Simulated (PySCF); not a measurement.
## Identify the compound

An unknown has the formula C5H7FN2Si. Its calculated NMR data are:

¹H NMR (300 MHz, computed): δ 7.67 (m, 1H), 4.69 (s, 3H), 2.42 (s, 3H).

¹³C{¹H} NMR (computed): δ 175.5 (C), 165.7 (C), 141.3 (CH), 128.6 (C), 17.2 (CH3).

- structure optimised with GFN2-xTB
- σ from GIAO-PBE0/pcSseg-1
- code: PySCF
- non-relativistic, one conformer, isolated molecule, averaged over atoms made equivalent by symmetry, fast rotation or ring inversion

References, each an isolated molecule treated in the same way: ¹H, ¹³C against TMS.

Deduce the structure.

Results:


1. Rings plus π bonds: 4 (1 ring in the answer).
2. 5 carbon signals for 5 carbons: no two carbons are equivalent.
3. Carbon types of the structure: 3 × C, 1 × CH, 1 × CH3, leaving 3 H on heteroatoms.
4. δC 175.5: aromatic carbon bearing fluorine; σ withdrawal by the attached heteroatom moves it downfield of the ring CH carbons.
5. δC 165.7: substituted aromatic carbon next to a ring nitrogen.
6. δC 141.3: aromatic CH.
7. δC 128.6: substituted aromatic carbon.
8. δC 17.2: methyl carbon on an aromatic ring; saturated and bonded to C and H only.
9. δH 7.67: hydrogen on an aromatic CH; it sits in the deshielding region of the aromatic ring current.
10. δH 2.42: hydrogen on a methyl carbon on an aromatic ring; benzylic-type position, deshielded by the ring.

These data were computed for SMILES Cc1cc([SiH3])nnc1F.

The shifts were computed for this structure.

Splittings by ¹⁹F in the carbon and heteronuclear signals aren't shown, as no couplings were computed. Shifts are as computed. Against solution values, carbons near 30 ppm lie about +3 ppm off and those near 130 ppm about +5 ppm. Of 1211 compounds with measured shifts, 218 miss one by over three times the rms of a fit or turn the order of signals round; such compounds aren't used in these exercises. No couplings were computed; multiplicities are counted from neighbouring protons, with m where these are inequivalent, close in shift, in a saturated or five-membered ring or joined by F or P, and br s for small geminal =CH2 splittings.
